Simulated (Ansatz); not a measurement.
`[CH3][Y]([CH3])[CH3]` + H–F → `[CH3][Y]([CH3])[F]` + CH₄ at 700 K and 1 bar (ligand exchange at a Y–C bond).

Isolated molecules relaxed with PBE0-D4/def2-TZVP in Ansatz; ΔE leaves out vibrations. CCSD(T)/CBS is the MP2 limit (def2-TZVPP, def2-QZVPP) plus CCSD(T) − MP2 in def2-TZVPP, frozen cores. This one scheme is used for every species. Elements past krypton have def2 core potentials. For Y outer-core shells are correlated without core-valence functions, which leaves a few kJ/mol of doubt a bond.

```json
{"species": "`[CH3][Y]([CH3])[CH3]`", "CCSD(T)/CBS energy (Eh)": "-157.79385", "H − E (kJ/mol)": "359.8", "S (J/(mol·K))": "560.7"}
{"species": "H–F", "CCSD(T)/CBS energy (Eh)": "-100.39570", "H − E (kJ/mol)": "45.2", "S (J/(mol·K))": "198.5"}
{"species": "`[CH3][Y]([CH3])[F]`", "CCSD(T)/CBS energy (Eh)": "-217.82679", "H − E (kJ/mol)": "260.3", "S (J/(mol·K))": "519.9"}
{"species": "CH₄", "CCSD(T)/CBS energy (Eh)": "-40.46206", "H − E (kJ/mol)": "145.9", "S (J/(mol·K))": "224.0"}
```

H − E and S are ideal-gas, rigid-rotor, harmonic terms from PBE0-D4/def2-TZVP, for one conformer and one mirror image of each species. 1 Eh = 2625.50 kJ/mol, R = 8.31446 J/(mol·K).

**Question.** By hand: ΔE, ΔH, ΔS and ΔG.

**Answer.** ΔE = (-217.82679) + (-40.46206) − (-157.79385) − (-100.39570) = -0.09930 Eh = -260.7 kJ/mol. Δ(H − E) = 260.3 + 145.9 − 359.8 − 45.2 = 1.2, so ΔH = -259.5 kJ/mol. ΔS = 519.9 + 224.0 − 560.7 − 198.5 = -15.3 J/(mol·K). ΔG = -259.5 − 700 × (-15.3)/1000 = -248.8 kJ/mol.

**Question.** By hand: the equilibrium constant, and the temperature at which ΔG would vanish if ΔH and ΔS stayed fixed.

**Answer.** log₁₀ K = −ΔG/(RT ln 10) = 18.6. ΔG = 0 at ΔH/ΔS = 16961 K, far beyond where these terms or the molecules hold.

ΔH outweighs TΔS. A doubt of 5 kJ/mol in ΔE shifts log₁₀ K by 0.4 here. Other conformers and mirror images would add mixing entropy, several J/(mol·K) or more a flexible species. Modes under 60 cm⁻¹, often nearly free rotors, make the harmonic entropy too high. These are equilibria of isolated gas molecules and say nothing of rates. Largest T1 diagnostic: 0.013 (customary marks: 0.02 for closed shells, 0.045 for open ones).
